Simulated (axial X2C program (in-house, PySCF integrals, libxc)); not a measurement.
# Worked dissociation energy of InH: MP2, two-component

All values were computed with an axial X2C code built on PySCF integrals. Two-component (2c) means X2C with spin–orbit coupling and atomic mean-field two-electron Coulomb and Gaunt terms. Basis: In dyall-cv3z [11s12p9d4f1g], H dyall-v3z [6s2p1d] (cores contracted in-house); Gaussian nuclei, density fitting, unrestricted open shells. Masses: In 114.904 u, H 1.008 u.

Molecular state: Ω = 0 (closed shell).

Correlated methods: 14 electrons correlated (number of frozen shells: In 4 s, 3 p, 1 d; H none), 192 virtual spin orbitals or spinors in MP2.

| Quantity | Value |
| --- | --- |
| E(In) (2M_J = 1) | -5876.335114 hartree |
| E(H) (2M_J = 1) | -0.500004 hartree |
| E(InH) at Re | -5876.922383 hartree |
| ωe | 1514.5 cm⁻¹ |
| ωexe | 23.5 cm⁻¹ |

Work out De and D0.

De = -5876.335114 + (-0.500004) − (-5876.922383) = 0.08726 hartree = 2.375 eV. The zero-point energy is ωe/2 − ωexe/4 = 751 cm⁻¹ = 0.093 eV, so D0 = 2.281 eV.

The state is a single determinant with fixed occupations, the lowest that a limited PBE0 search found. The closed shell is kept restricted, so the energy runs too high when the bond is stretched far. Dissociation energies refer to the lowest single-determinant-based atoms at the same level and basis.

Each atomic determinant is the lowest at this level and need not be a pure J level. Totals compare only within one Hamiltonian and basis.
